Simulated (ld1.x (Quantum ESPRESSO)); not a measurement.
**An all-electron radial function and its pseudo partner (Ag)**

Columns: radius, all-electron u(r) and pseudo u(r) of the 5s shell (level -4.72 eV) of silver in the configuration [Kr] 4d10 5s1 5p0; LDA (PZ), scalar-relativistic, ultrasoft scheme, ld1.x (Quantum ESPRESSO) 7.5.

| r (bohr) | all-electron | pseudo |
| --- | --- | --- |
| 0.175 | 0.0481 | 0.0580 |
| 0.350 | 0.1182 | 0.1160 |
| 0.525 | -0.1523 | 0.1741 |
| 0.700 | -0.2726 | 0.2321 |
| 0.875 | -0.2098 | 0.2895 |
| 1.050 | -0.0572 | 0.3458 |
| 1.225 | 0.1133 | 0.4000 |
| 1.400 | 0.2667 | 0.4511 |
| 1.575 | 0.3906 | 0.4978 |
| 1.750 | 0.4836 | 0.5389 |
| 1.925 | 0.5489 | 0.5729 |
| 2.100 | 0.5909 | 0.5988 |
| 2.275 | 0.6141 | 0.6155 |
| 2.450 | 0.6225 | 0.6225 |
| 2.625 | 0.6194 | 0.6194 |
| 2.800 | 0.6078 | 0.6078 |
| 2.975 | 0.5898 | 0.5898 |
| 3.150 | 0.5672 | 0.5672 |
| 3.325 | 0.5415 | 0.5415 |
| 3.500 | 0.5138 | 0.5138 |
| 3.675 | 0.4850 | 0.4850 |
| 3.850 | 0.4557 | 0.4557 |
| 4.025 | 0.4266 | 0.4266 |
| 4.200 | 0.3980 | 0.3980 |
| 4.375 | 0.3702 | 0.3702 |
| 4.550 | 0.3434 | 0.3434 |

How many radial nodes do the two functions have?

The all-electron 5s function has n − l − 1 = 4 (the table is too coarse to show those close to the nucleus); the pseudo-wave has 0, since the states of the same l below it are removed with the core.

At about which radius was the pseudo-wave matched?

2.50 bohr, where the columns begin to agree (steps of 0.17 bohr).

Is the pseudo-wave norm-conserving?

No, it belongs to an ultrasoft set: the norm inside the radius is not constrained, and the difference is carried by the augmentation charge.
